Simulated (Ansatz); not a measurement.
```yaml
crystal:
  periodic: [false, false, false]
  atoms:
    - {symbol: F, position_ang: [-0.519512, -2.899859, 0.491723]}
    - {symbol: Al, position_ang: [-0.387475, -1.278530, 0.271231]}
    - {symbol: Si, position_ang: [0.546990, 0.834394, 0.521844]}
    - {symbol: P, position_ang: [-1.163515, 0.420995, -1.055600]}
    - {symbol: H, position_ang: [1.799262, 1.436278, -0.006339]}
    - {symbol: H, position_ang: [-0.030945, 1.703030, 1.580695]}
    - {symbol: H, position_ang: [-0.183607, -0.284307, -1.849155]}
basis:
  gaussian: {orbitals: def2-TZVPD}
magnetization: {spin_polarized: true, initial_magnetization: 1}
hamiltonian: {xc: {name: SPW92}, pseudopotentials: {relativity: none}}
scf: {lower_state_search: light}
output: {forces: true}
```

```sh
$ ansatz run in.yaml --threads 2 --pin off --events-out ev --progress --plain --max-ram 4352MiB
```

Shortened log:

```
Error: a molecule whose nuclei and cores have a total charge of 54 cannot have a net charge of 0 together with 1 unpaired electrons
```

In this input the number of unpaired electrons doesn't fit the electron count. The input was rejected before any iteration.
